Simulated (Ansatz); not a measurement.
nido-B6H10 (SH for H, site b on B) (B6H10S), relaxed as a singlet with RKS PBE0-D4/def2-SVP in Ansatz, starting from the GFN1-xTB geometry. Force threshold 0.02 eV/Å.

Another isomer (singlet) lies 0.22 eV lower at PBE0-D4/def2-TZVP; other spin states weren't run for this one.

Start:

```xyz
17

B    -0.325   -1.481   -1.057
B    -0.280    0.282   -1.437
B     0.571   -0.169    1.269
B     0.341    1.242    0.038
B    -0.833   -0.070    0.189
B     0.088   -1.733    0.462
S     0.240    3.031    0.370
H    -1.069   -2.062   -1.767
H    -0.761    0.827   -2.362
H     0.622   -0.008    2.434
H    -0.502    2.947    1.463
H    -1.939    0.083    0.554
H    -0.280   -2.560    1.223
H     0.524   -0.756   -1.796
H     0.887    1.061   -1.135
H     1.446    0.636    0.701
H     1.270   -1.267    0.851
```

(1) Estimate the energy that the relaxation releases and the steps that it takes.

(2) Does the start keep its bonding and symmetry?

(3) Predict the relaxed structure.

## Answers

(1) 0.37 eV, in 13 steps; 40 s on 4 threads of Arm Neoverse V1 on a shared host. The force fell under the threshold at step 11, but the optimiser went on. No frequencies were taken in this run, so the end may be a saddle point.

(2) By distances, no bond broke or formed. The bond that changes most is B1–B5, from 1.95 to 1.80 Å (atoms count from 1).

(3) 
```xyz
17

B    -0.438   -1.357   -1.032
B    -0.220    0.329   -1.382
B     0.621   -0.229    1.272
B     0.425    1.136    0.102
B    -0.794   -0.112    0.225
B     0.048   -1.681    0.513
S     0.285    2.923    0.519
H    -1.195   -1.934   -1.764
H    -0.690    0.961   -2.285
H     0.805   -0.029    2.439
H    -0.990    2.838    0.952
H    -1.892    0.157    0.629
H    -0.241   -2.570    1.266
H     0.505   -0.742   -1.761
H     0.957    0.978   -1.102
H     1.512    0.604    0.647
H     1.301   -1.274    0.762
```
Bond lengths: 10 × B–B 1.65 to 1.81 Å; 1 × B–S 1.84 Å; 13 × B–H 1.20 to 1.37 Å; 1 × H–S 1.35 Å.
